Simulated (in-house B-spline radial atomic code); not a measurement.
Computed with a B-spline radial atomic code. Model: two electrons, singlet ground state, non-relativistic, full CI in B-splines with partial waves to l = 8 (at full coupling up to 3e-4 hartree above the limit, correlation up to 0.6 % small), density held at that of full coupling by Lieb maximisation.

Along the adiabatic connection the electron repulsion is scaled by a coupling λ while a local potential keeps the density fixed. At λ = 0 the system is the Kohn-Sham one and W equals the exchange energy; the exchange-correlation energy is the area under W between 0 and 1. The kinetic energy rises with λ as the electrons avoid each other, with dT/dλ = −λ dW/dλ.

Command:
```bash
python run_ac.py task.json out
```
Settings (lengths in bohr, energies in hartree):
```
potential              coulomb
strength               14
lmax                   8
```

Cost of the run: 11 s on 1 thread of Intel(R) Xeon(R) Processor @ 2.30GHz (shared host).

**W = mean repulsion less Hartree energy, and W of three functionals.**

Given: confinement point charge; nuclear charge 14; external potential -Z/r.

Computed: LDA exchange minus exact 1209.8 millihartree; SCAN exchange minus exact -3.9715 millihartree.

```tsv
coupling	W xc (hartree)	W xc minus exchange (millihartree)	kinetic minus Kohn-Sham (millihartree)	LDA (PW92) W minus its exchange (millihartree)	PBE W minus its exchange (millihartree)	SCAN W minus its exchange (millihartree)
0	-8.5276	0	0	0	0	0
0.02	-8.5295	-1.861	0	-17.06	-1.9	-1.86
0.05	-8.5323	-4.648	0.1	-37.01	-4.76	-4.62
0.12	-8.5388	-11.136	0.7	-76	-11.47	-11.02
0.25	-8.5507	-23.118	2.9	-136.34	-24	-22.76
0.4	-8.5645	-36.841	7.3	-196.05	-38.49	-36.11
0.6	-8.5826	-54.968	16.4	-266.07	-57.83	-53.63
0.8	?	?	?	?	?	?
1	-8.6183	-90.656	44.9	-386.33	-96.32	-87.84
1.4	-8.6532	-125.61	86.8	-489.95	-134.4	-121.06
2	-8.7043	-176.69	173.6	-625.44	-190.47	-169.24
3	?	?	?	?	?	?
4.5	-8.9013	-373.69	808.8	-1053.4	-408.62	-352.51
7	-9.0759	-548.27	1808.3	-1367.8	-602.43	-513.33
10	-9.2607	-733.07	3372.9	-1665.8	-807.44	-683.37
```

What belongs in the row 0.8?

W xc (hartree): -8.6005; W xc minus exchange (millihartree): -72.906; kinetic minus Kohn-Sham (millihartree): 28.9; LDA (PW92) W minus its exchange (millihartree): -328.82; PBE W minus its exchange (millihartree): -77.12; SCAN W minus its exchange (millihartree): -70.87.

What belongs in the row 3?

W xc (hartree): -8.7861; W xc minus exchange (millihartree): -258.44; kinetic minus Kohn-Sham (millihartree): 377.6; LDA (PW92) W minus its exchange (millihartree): -816.79; PBE W minus its exchange (millihartree): -280.79; SCAN W minus its exchange (millihartree): -245.67.

What is the PBE exchange minus exact?

170.76 millihartree.

**Energy parts, natural occupations and partial-wave weights.**

Computed: total energy -187.4068 hartree; exchange energy -8.5276 hartree; correlation energy -0.045736 hartree; kinetic part of the DFT correlation energy 0.04492 hartree; initial slope twice GL2 -0.093081 hartree; kinetic part over minus potential part 0.4955; Hartree energy 17.055 hartree.

```json
{"natural": "s", "occupation of the shell (electrons)": "1.9997"}
{"natural": "p", "occupation of the shell (electrons)": "0.00015746"}
{"natural": "s", "occupation of the shell (electrons)": "9.3745e-05"}
{"natural": "d", "occupation of the shell (electrons)": "?"}
{"natural": "p", "occupation of the shell (electrons)": "6.1758e-06"}
{"natural": "s", "occupation of the shell (electrons)": "2.347e-06"}
```

What belongs in the row d?

occupation of the shell (electrons): 9.0262e-06.

```json
{"wave": "s", "weight": "0.99991"}
{"wave": "p", "weight": "8.2144e-05"}
{"wave": "d", "weight": "5.0823e-06"}
{"wave": "f", "weight": "?"}
{"wave": "g", "weight": "1.8464e-07"}
```

What belongs in the row f?

weight: 7.6601e-07.

What is the Kohn-Sham kinetic?

187.36 hartree.

What is the Lieb Oxford ratio E_xc over LDA exchange?

1.1716.

Half-way to full coupling W has made 51 % of its drop, against 50 % for a straight line, and second-order (GL2) theory, half the initial slope, overshoots the correlation energy by about 2 %: correlation is weak here. Over couplings 0 to 1 the errors in E_xc come to about +1035 millihartree for LDA, +168 millihartree for PBE, -2.8 millihartree for SCAN, so SCAN is nearest. In LDA and PBE and SCAN the errors of exchange and correlation have opposite signs, so the sum is smaller than the larger of the two.
